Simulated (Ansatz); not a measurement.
CH₃BN₂ at its PBE0-D4/def2-TZVP geometry, where that method's forces vanish. Total charge 0; spin multiplicity 1. The bonds changed during the relaxation, so this is another structure than the one it started from.

```json
{"atom": "B1", "x (Å)": "-0.883", "y (Å)": "-0.122", "z (Å)": "0.353"}
{"atom": "N2", "x (Å)": "-0.365", "y (Å)": "-1.302", "z (Å)": "-0.337"}
{"atom": "C3", "x (Å)": "0.630", "y (Å)": "-0.468", "z (Å)": "-0.386"}
{"atom": "N4", "x (Å)": "0.456", "y (Å)": "0.453", "z (Å)": "0.663"}
{"atom": "H5", "x (Å)": "-1.954", "y (Å)": "0.394", "z (Å)": "0.345"}
{"atom": "H6", "x (Å)": "1.404", "y (Å)": "-0.380", "z (Å)": "-1.154"}
{"atom": "H7", "x (Å)": "0.713", "y (Å)": "1.425", "z (Å)": "0.516"}
```

Question: For each bond, give half the difference of the two atoms' forces along it (eV/Å; positive pushes the atoms apart) under PBE-D4, r2SCAN-D4, B3LYP-D4, ωB97M-V in def2-TZVPP. (Best estimate.)

Answer: Computed: 
```
 bond  length (Å)  PBE-D4  r2SCAN-D4  B3LYP-D4  ωB97M-V
B1–N2       1.462    0.42       0.17      0.15     0.13
B1–C3       1.719    0.32       0.14      0.47     0.42
B1–N4       1.491    0.23       0.16      0.21     0.22
B1–H5       1.189   -0.04      -0.08     -0.27    -0.29
N2–C3       1.299    0.75       0.31      0.14    -0.01
C3–N4       1.407    0.23       0.17      0.30     0.34
C3–H6       1.094   -0.08      -0.09     -0.27    -0.27
N4–H7       1.015    0.16      -0.04     -0.07    -0.14
```

B3LYP here is the variant with VWN-RPA as its local correlation; programs differ in this.
